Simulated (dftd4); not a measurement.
Mg, singlet; D4 for tpssh (dftd4).

Here is a job for dftd4.
```
$ dftd4 mol.xyz --func tpssh --charge 0 --json dftd4.json --noedisp --grad

# file mol.xyz
1

Mg     0.00000000     0.00000000     0.00000000
```

The log (banner, timings and long lists left out):

```
                    ____  _____ _____     ____  _  _
      -------------|  _ \|  ___|_   _|---|  _ \| || |------------
     |             | | | | |_    | | ___ | | | | || |_           |
     |             | |_| |  _|   | ||___|| |_| |__   _|          |
     |             |____/|_|     |_|     |____/   |_|            |
     |             ===================================           |
     |            E. Caldeweyher, S. Ehlert & S. Grimme          |
     |          Mulliken Center for Theoretical Chemistry        |
     |                    University of Bonn                     |
      -----------------------------------------------------------

Rational (Becke-Johnson) damping: tpssh-D4-ATM
---------------------
  s6         1.0000
  s8         1.8590
  s9         1.0000
  a1         0.4429
  a2         4.6023
 alp        16.0000
--------------------

Dispersion energy:       0.0000000000000E+00 Eh

Gradient norm:           0.0000000000000E+00 Eh/a0
--------------------------------------------------
     #    Z           dE/dx      dE/dy      dE/dz
--------------------------------------------------
     1   12 Mg    0.000E+00  0.000E+00  0.000E+00
--------------------------------------------------

Virial:
--------------------------------------------------
      component           x          y          z
--------------------------------------------------
          x       0.000E+00  0.000E+00  0.000E+00
          y       0.000E+00  0.000E+00  0.000E+00
          z       0.000E+00  0.000E+00  0.000E+00
--------------------------------------------------

[Info] Dispersion results written to 'dftd4.txt'
[Info] JSON dump of results written to 'dftd4.json'
```
